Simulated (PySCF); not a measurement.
Run record: geometry optimisation, germyl cyanide (`N#[C][GeH3]`).

Method: PBE0-D3(BJ)/def2-SVP geometry optimisation, gas phase (PySCF 2.14.0). Start geometry: GFN2-xTB. The input is one job of a driver script: a line of settings, then coordinates in Å.

Input:
```
{"job": {"xc": "PBE0", "basis": "def2-SVP", "d3": "d3bj", "grid": 1, "maxiter": 30, "shake": 0.01, "kind": "geom"}, "charge": 0, "multiplicity": 1}
N      2.466970    -0.015830     0.052660
C      1.296410     0.000900     0.022050
Ge    -0.623800    -0.004290    -0.025110
H     -1.005500     1.272710    -0.659490
H     -1.028900    -1.193220    -0.824730
H     -1.081020    -0.090290     1.389950
```

Output:
```
step   0  E = -2170.92639886  max force = 0.031165
step   1  E = -2170.92734812  max force = 0.018633
step   2  E = -2170.92811132  max force = 0.006083
step   3  E = -2170.92871667  max force = 0.007258
step   4  E = -2170.92901905  max force = 0.005328
step   5  E = -2170.92907569  max force = 0.001351
step   6  E = -2170.92908148  max force = 0.000117
optimisation converged
```

Energies in Eh; «max force» is the largest Cartesian gradient component in Eh/bohr.

Question: Give the first gradient maximum in eV/Å.

Answer: With 1 Eh/bohr = 51.422 eV/Å, 1.603 eV/Å.

Summary of the converged run: final energy -2170.92908 Eh after 6 steps; dipole 3.72 D.

Question: Give the final coordinates.

Answer: 0.033 Å rms from the input after alignment:
```
atom  x, y, z in Å
N1     2.4682    0.2057    0.0261
C2     1.3132    0.1086    0.0096
Ge3   -0.6048   -0.0567   -0.0159
H4    -1.1567    1.2101   -0.6741
H5    -0.9340   -1.3106   -0.8299
H6    -1.0616   -0.1874    1.4392
```

The run took 19 s of wall time on one thread, Arm Neoverse N1 (aarch64), no GPU, shared host, and the process peaked at 0.32 GiB of memory.
Labels such as C1 count atoms from 1, the log's own numbers from 0.
